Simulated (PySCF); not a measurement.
Work out the structure from these simulated measurements.

Elements present: C, H and O. Monoisotopic mass: 104.0837 u.

* 13C NMR: chemical shifts (computed TMS as zero) by class: 66.7 (2 C), 37.7 (2 C), 22.9 (1 C) ppm [GIAO PBE0/pcSseg-2]
* Dipole: 2.03 D [PBE0/pcSseg-2]
* NMR, other nuclei: isotropic shieldings of nuclei other than C and H, by class: 295 (2 O) ppm [GIAO PBE0/pcSseg-2]
* 1H NMR: chemical shifts (computed TMS as zero) by class: 3.72 (4 H), 1.84 (2 H), 1.44 (4 H), -0.56 (2 H) ppm [GIAO PBE0/pcSseg-2]
* Rotational structure: rotational constants A, B, C: 6.271, 1.046, 0.994 GHz [PBE0-D3(BJ)/def2-TZVP]

Electronic properties: PySCF, gas phase, density fitting. Levels stand in brackets. The structure is a single PBE0-D3(BJ)/def2-TZVP conformer in the gas phase; no vibrational or solvent corrections. NMR classes are plain means over equivalent atoms (diastereotopic ones count apart unless rotation or inversion swaps them), as if these changed places fast.

Q: Which formula fits the mass and the elements?

A: C5H12O2 (calculated 104.0837). No other formula that holds each of these elements comes within 0.0003 u with a fitting electron parity and a possible valence count.

Q: Give a SMILES that accounts for the data.

A: Numbering: `[OH:1][CH2:2][CH2:3][CH2:4][CH2:5][CH2:6][OH:7]`. Its formula, C5H12O2, gives 0 degrees of unsaturation, so no ring and no π bond. 5 carbons fall into 3 classes; from least to most shielded: carbinol carbon (C–OH) [C2/C6] (66.7 ppm, 2 C, up to 4.2 ppm apart in this geometry), chain CH2 carbon [C3/C5] (37.7 ppm, 2 C), chain CH2 carbon [C4] (22.9 ppm). Hydrogen classes from least to most shielded: 4 H on 2 like atoms (carbinol carbon (C–OH)), C2/C6 (3.72 ppm, a mean of values up to 0.6 ppm apart in this geometry), 2 H on a chain CH2 carbon, C4 (1.84 ppm), 4 H on 2 chain CH2 carbons, C3/C5 (1.44 ppm, a mean of values up to 1.1 ppm apart in this geometry), 2 H on 2 alcohol oxygens, O1/O7 (-0.56 ppm). The other shieldings belong to: 295 ppm, alcohol oxygen [O1/O7]. The optimised geometry has point group C1 and is an asymmetric top. Structure: 1,5-pentanediol (`OCCCCCO`). The assignments are read from this structure; whether some other isomer fits the data as well wasn't checked.
